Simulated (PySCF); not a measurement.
Structure problem from calculated spectra and properties.

Formula: C12H20Si.

| Item | Value |
| --- | --- |
| Dipole | 0.37 D [wB97X-D/def2-SVPD] |
| Triplet | lowest triplet excitation (Tamm–Dancoff): 4.28 eV [TDA wB97X-D/def2-SVPD] |
| Polarisability | 173.6 au [wB97X-D/def2-SVPD] |
| NMR, other nuclei | isotropic shieldings of nuclei other than C and H, by class: 367 (1 Si) ppm [GIAO KT2/pcSseg-1] |
| UV, first state | lowest singlet excitation: 6.52 eV (190 nm, f = 0.226) [TDDFT wB97X-D/def2-SVPD] |
| 13C NMR | chemical shifts (computed TMS as zero) by class: 134.1 (4 C), 111.3 (4 C), 24.8 (4 C) ppm [GIAO KT2/pcSseg-1] |
| 1H NMR | chemical shifts (computed TMS as zero) by class: 5.91 (4 H), 5.04 (1 H), 5.02 (4 H), 4.98 (1 H), 4.91 (1 H), 4.83 (1 H), 1.77 (8 H) ppm [GIAO KT2/pcSseg-1] |
| Rotational structure | rotational constants A, B, C: 0.592, 0.536, 0.442 GHz [PBE0-D3(BJ)/def2-SVP] |
| UV, strongest line | among the 10 lowest singlet transitions: S3 at 6.65 eV (186 nm, f = 0.668) [TDDFT wB97X-D/def2-SVPD] |

Electronic properties: PySCF, gas phase, density fitting. Levels stand in brackets. Geometry: PBE0-D3(BJ)/def2-SVP, one conformer, isolated molecule. NMR values are class means; diastereotopic atoms form classes of their own.

**Question.** Propose a structure and show how it fits.

**Answer.** 12 carbons fall into 3 classes; from least to most shielded: carbon bonded to 2 C and H (134.1 ppm, 4 C, up to 2.7 ppm apart in this geometry), carbon bonded to C and 2 H (111.3 ppm, 4 C), carbon bonded to C, Si and 2 H (24.8 ppm, 4 C, up to 4.2 ppm apart in this geometry). Hydrogen classes from least to most shielded: 4 H on 4 like atoms (carbon bonded to 2 C and H) (5.91 ppm), 1 H on a carbon bonded to C and 2 H (5.04 ppm), 4 H on 4 like atoms (carbon bonded to C and 2 H) (5.02 ppm), 1 H on a carbon bonded to C and 2 H (4.98 ppm), 1 H on a carbon bonded to C and 2 H (4.91 ppm), 1 H on a carbon bonded to C and 2 H (4.83 ppm), 8 H on 4 like atoms (carbon bonded to C, Si and 2 H) (1.77 ppm, a mean of values up to 1.2 ppm apart in this geometry). The other shieldings belong to: 367 ppm, silicon bonded to 4 C. The optimised geometry has point group C1 and is an asymmetric top. Structure: Si(eta1-allyl)4 (`C(C[Si](CC=C)(CC=C)CC=C)=C`). Computed isomers that give other values at the same levels: `C1CC1[Si](C1CC1)(C1CC1)C1CC1` (rotational constant A: 0.730 GHz; this holds for the one conformer computed). The assignments are read from this structure; whether some other isomer fits the data as well wasn't checked.
